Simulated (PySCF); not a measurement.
SCF from a fresh guess for quintet IrSBr, at the PBE0 minimum. PySCF input:

```python
from pyscf import gto, scf, dft
mol = gto.M(atom='''
Ir    -0.382700     0.000000    -0.186260
S     -2.484616     0.000000     0.229284
Br     1.950985     0.000000     0.443799''',
    basis={'Ir': 'def2-SVP', 'S': 'def2-SVP', 'Br': 'def2-SVP'},
    ecp={'Ir': 'def2-SVP'},
    charge=0, spin=4)
mf = dft.UKS(mol, xc='PBE0')
mf.grids.atom_grid = (50, 194)
aux = {'Ir': 'def2-universal-JKFIT', 'S': 'def2-universal-JKFIT', 'Br': 'def2-universal-JKFIT'}
mf = mf.density_fit(auxbasis=aux)
mf.conv_tol = 1e-08
mf.diis_space = 10
mf.max_cycle = 60
mf.init_guess = 'minao'
mf.verbose = 4
mf.kernel()
```

Excerpt of the output (cycles alone):

```
init E= -3062.93164427147
cycle= 1 E= -3074.602232849  delta_E= -11.7  |g|= 1.34  |ddm|= 5.86
cycle= 2 E= -3065.19833071725  delta_E=  9.4  |g|= 3.25  |ddm|= 8.33
cycle= 3 E= -3075.74193535474  delta_E= -10.5  |g|= 0.253  |ddm|= 7.97
cycle= 4 E= -3075.58097539276  delta_E= 0.161  |g|= 0.595  |ddm|= 1.08
cycle= 5 E= -3075.78025618912  delta_E= -0.199  |g|= 0.216  |ddm|= 0.659
cycle= 6 E= -3075.79154397962  delta_E= -0.0113  |g|= 0.163  |ddm|= 0.111
cycle= 7 E= -3075.80455713012  delta_E= -0.013  |g|= 0.0474  |ddm|= 0.157
cycle= 8 E= -3075.80589817687  delta_E= -0.00134  |g|= 0.00789  |ddm|= 0.073
cycle= 9 E= -3075.80593636257  delta_E= -3.82e-05  |g|= 0.00272  |ddm|= 0.0131
cycle= 10 E= -3075.80594887325  delta_E= -1.25e-05  |g|= 0.00137  |ddm|= 0.00834
cycle= 11 E= -3075.80595637096  delta_E= -7.5e-06  |g|= 0.000754  |ddm|= 0.00746
cycle= 12 E= -3075.80596252336  delta_E= -6.15e-06  |g|= 0.000574  |ddm|= 0.0108
cycle= 13 E= -3075.8059646428  delta_E= -2.12e-06  |g|= 0.000156  |ddm|= 0.0078
cycle= 14 E= -3075.80596491456  delta_E= -2.72e-07  |g|= 0.000103  |ddm|= 0.0023
cycle= 15 E= -3075.80596498704  delta_E= -7.25e-08  |g|= 6.14e-05  |ddm|= 0.00116
cycle= 16 E= -3075.80596500787  delta_E= -2.08e-08  |g|= 3.03e-05  |ddm|= 0.000693
cycle= 17 E= -3075.80596500957  delta_E= -1.7e-09  |g|= 9.29e-06  |ddm|= 0.000194
Extra cycle  E= -3075.80596500956  delta_E= 7.28e-12  |g|= 1.8e-05  |ddm|= 4.31e-05
converged SCF energy = -3075.80596500956  <S^2> = 6.0111105  2S+1 = 5.0044422
```

No lower solution of this spin was found from smeared starts or by a stability analysis within the unrestricted form.

Open d and f shells are described by one determinant, and the ground state may have another occupation or spin. Spin–orbit coupling, left out here, can matter for elements this heavy.

The search for the lowest solution, 3 starts and the stability check together, took 24 s on 2 threads of a shared Arm Neoverse N1 host, with 82 basis functions; the process peaked at 0.37 GiB. Launch command: `OMP_NUM_THREADS=2 python axn.py task.json out`.
